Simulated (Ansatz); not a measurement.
The cluster Al₂Ru₃. Total charge 0; quintet. Geometry PBE-D4/def2-SVP; atoms count from 1.

```
atom   x (Å)   y (Å)   z (Å)
 Ru1  -1.699   0.565   0.306
 Ru2  -0.349  -1.357   0.543
 Ru3   1.703  -0.554  -0.306
 Al4   0.540   1.095   1.000
 Al5  -0.195   0.251  -1.542
```

In the def2 sets Ru takes a core potential; there is no spin–orbit coupling. The charge 0 quintet is spin-contaminated (final ⟨S²⟩ up to 6.30, 6.00 for a pure state). The structure comes from a short search, and lower isomers may exist.

(1) Estimate the Mulliken populations from the PBE0/def2-TZVP orbitals of Ansatz.

(2) Where does the spin sit?

(3) And the Mayer bond orders between bonded heavy atoms (over 0.3)?

Answers

(1) 
| atom | charge (e) | spin (α − β) | d electrons |
| --- | --- | --- | --- |
| Ru1 | -0.01 | 1.23 | 7.25 |
| Ru2 | -0.12 | 1.96 | 6.96 |
| Ru3 | -0.01 | 1.23 | 7.25 |
| Al4 | 0.07 | -0.22 | – |
| Al5 | 0.07 | -0.21 | – |
Mulliken values and Mayer orders depend strongly on the basis.

(2) Summed by element: Ru 4.43, Al -0.43, of 4 unpaired in all. Largest on single atoms: Ru2 1.96, Ru1 1.23, Ru3 1.23.

(3) Ru1–Ru2 1.68 (2.36 Å); Ru1–Al4 1.11 (2.40 Å); Ru1–Al5 1.11 (2.40 Å); Ru2–Ru3 1.68 (2.36 Å); Ru2–Al4 0.41 (2.65 Å); Ru2–Al5 0.43 (2.64 Å); Ru3–Al4 1.11 (2.40 Å); Ru3–Al5 1.11 (2.40 Å). Values over 0.3 also appear between atoms too far apart for a bond (Ru1–Ru3 0.33 at 3.63 Å); they arise where an orbital or an unpaired electron spreads over both atoms.
